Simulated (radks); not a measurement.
The numbers below are computed, except where a source is named.
Task: Re36+, configuration [Kr] 4d3. Code: a radial shooting solver on a logarithmic mesh with Libxc functionals. Model: Dirac Kohn-Sham, exchange-only PBE, spin-unpolarised, spherical densities, finite nucleus; open shells fill j = l - 1/2 first; Fermi nuclear charge, rms radius 5.3698 fm. Some entries of the table are withheld. Estimate them.

| orbital | occ. | eigenvalue (eV) | <1/r> (bohr^-1) | <r^2> (bohr^2) |
|---|---|---|---|---|
| 1s1/2 | 2 | -73049.27 | 88.71 | 0.0004481 |
| 2s1/2 | 2 | -13915.49 | (1) | 0.006815 |
| 2p1/2 | 2 | -13383.79 | 21.60 | (2) |
| 2p3/2 | 4 | -11943.97 | 18.04 | (3) |
| 3s1/2 | 2 | -4353.040 | (4) | 0.04366 |
| 3p1/2 | 2 | -4118.818 | 7.936 | 0.03992 |
| 3p3/2 | 4 | -3799.234 | 7.021 | 0.04609 |
| 3d3/2 | 4 | -3410.491 | 6.904 | 0.03545 |
| 3d5/2 | 6 | -3340.762 | 6.689 | 0.03712 |
| 4s1/2 | 2 | -1916.708 | 3.745 | 0.1814 |
| 4p1/2 | 2 | -1816.322 | 3.670 | 0.1805 |
| 4p3/2 | 4 | -1719.296 | 3.366 | 0.2006 |
| 4d3/2 | 3 | -1556.886 | (5) | 0.1937 |
| 4d5/2 | 0 | -1536.251 | (6) | 0.1994 |

Result: 
(1) 2s1/2 <1/r> (bohr^-1): 21.64
(2) 2p1/2 <r^2> (bohr^2): 0.004857
(3) 2p3/2 <r^2> (bohr^2): 0.006052
(4) 3s1/2 <1/r> (bohr^-1): 8.022
(5) 4d3/2 <1/r> (bohr^-1): 3.242
(6) 4d5/2 <1/r> (bohr^-1): 3.173
